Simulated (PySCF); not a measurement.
A side-by-side comparison of computed properties.

First species: C9H7ClO.
Atom-mapped SMILES: `[O:1]=[C:2]1[CH2:3][CH2:4][c:5]2[c:6]([Cl:7])[cH:8][cH:9][cH:10][c:11]21` (hydrogens: H12, H13 on C3; H14, H15 on C4; H16 on C8; H17 on C9; H18 on C10)

Second species: C₆H₁₁ClOSi₂.
InChI=1S/C6H11ClOSi2/c1-2-10(7)5-3-4-9(8)6-10/h1,8-9H,3-6H2/t9-,10+/m0/s1

Levels: PBE0/pcSseg-1 for HOMO energy, LUMO energy and HOMO–LUMO gap. Geometries: GFN2-xTB. Each structure is a single optimised conformer of the isolated species, non-relativistic unless stated. Electronic properties by PySCF.

```tsv
property	column X	column Y
HOMO energy	-7.85 eV	-7.39 eV
LUMO energy	-0.37 eV	-1.88 eV
HOMO–LUMO gap	7.48 eV	5.51 eV
```

Problem. Which column belongs to which species?

Solution. Column X is the second species and column Y the first. The first has 18 atoms and 86 electrons, the second 21 and 100.

Problem. How does each property change from the first species to the second?

Solution. HOMO energy -0.46 eV; LUMO energy +1.51 eV; HOMO–LUMO gap +1.97 eV.

